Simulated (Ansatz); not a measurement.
Relaxation of CH₈FNOSi (13 atoms, charge 0, multiplicity 1), to a largest force component of 0.03 eV/Å in at most 50 steps.

The calculation used UKS B3LYP/6-31G* in Ansatz 0.2.0.

```xyz
13
Properties=species:S:1:pos:R:3:forces:R:3
Si -1.058 -0.664 -0.062 0.40 0.28 -0.37
F 0.488 -0.427 2.489 -0.49 -0.28 1.28
H -1.873 -1.089 -1.232 0.02 -0.03 0.00
H -1.714 0.487 0.613 -0.01 -0.01 -0.01
O -0.901 -2.035 0.848 -0.05 -0.02 -0.13
H 0.980 -0.174 1.749 0.62 0.34 -1.41
N 0.556 -0.026 -0.513 -0.62 -0.35 0.56
C 0.693 1.338 -1.038 -0.02 0.01 0.02
H -0.453 -1.855 1.692 0.05 0.04 0.04
H 1.097 -0.691 -1.063 0.09 0.01 0.02
H 0.362 1.452 -2.082 0.01 -0.03 0.00
H 1.735 1.673 -0.975 -0.01 0.00 -0.01
H 0.088 2.015 -0.427 0.01 0.03 0.02
```

Question: Where does it end, and by what steps?

Answer: The run converged. After 8 steps the energy has fallen by 0.287 eV; F2 moved furthest, 0.52 Å.

```csv
step,energy less start (eV),largest force component (eV/Å),accepted
0,0.0000,1.415,yes
1,-0.1226,1.196,yes
2,-0.2389,0.330,yes
3,-0.2544,0.482,yes
4,-0.2768,0.295,yes
5,-0.2474,0.629,no
6,-0.2856,0.060,yes
7,-0.2864,0.054,yes
8,-0.2871,0.023,yes
```

```xyz
13
Properties=species:S:1:pos:R:3
Si -1.160 -0.673 -0.088
F 0.910 -0.454 2.190
H -1.780 -1.228 -1.317
H -1.910 0.519 0.382
O -1.027 -1.917 0.983
H 0.946 -0.199 1.236
N 0.490 -0.041 -0.344
C 0.676 1.320 -0.884
H -0.413 -1.674 1.709
H 1.090 -0.705 -0.835
H 0.398 1.406 -1.943
H 1.721 1.629 -0.778
H 0.059 2.017 -0.311
```

Time of the run: 38 s on 4 threads of Arm Neoverse N1, on a shared host, peak memory 0.29 GiB.
